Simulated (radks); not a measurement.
Values are calculated unless marked as measured or tabulated.
Problem. Radial electron density D(r) = 4 pi r^2 rho(r) of an atom or ion with 1 electrons. Level of theory: scalar-relativistic Kohn-Sham, r2SCAN, spin-polarised, spherical densities, finite nucleus; meta-GGA in the generalised Kohn-Sham scheme; Fermi nuclear charge, rms radius of each element as measured or else 0.836 A^(1/3) + 0.57 fm (a radial shooting solver on a logarithmic mesh with Libxc functionals).

r (bohr),D(r) (e/bohr)
0.004274,1.255
0.004976,1.628
0.005747,2.071
0.00669,2.651
0.007788,3.366
0.009067,4.232
0.01056,5.261
0.01229,6.453
0.01431,7.796
0.01652,9.172
0.01923,10.67
0.02239,12.12
0.02607,13.39
0.03035,14.31
0.03533,14.73
0.04113,14.51
0.0475,13.64
0.05529,12.06
0.06437,9.955
0.07494,7.582
0.08724,5.259
0.1016,3.272
0.1182,1.793
0.1365,0.8860
0.159,0.3565
0.1851,0.1177
0.2154,0.03088

What is the nuclear charge?

Solution. Z = 27. The innermost maximum, from 1s, lies near gamma/Z bohr with gamma = sqrt(1 - (Z/c)^2) = 0.980, here 0.0363 bohr (found: 0.0362), and its height grows with Z. The density is that of the cobalt ion Co26+ in 1s1; the configuration itself is not fixed sharply by these data, and Z only to about a unit. D(r) has 1 maximum, at r = 0.0362 bohr.
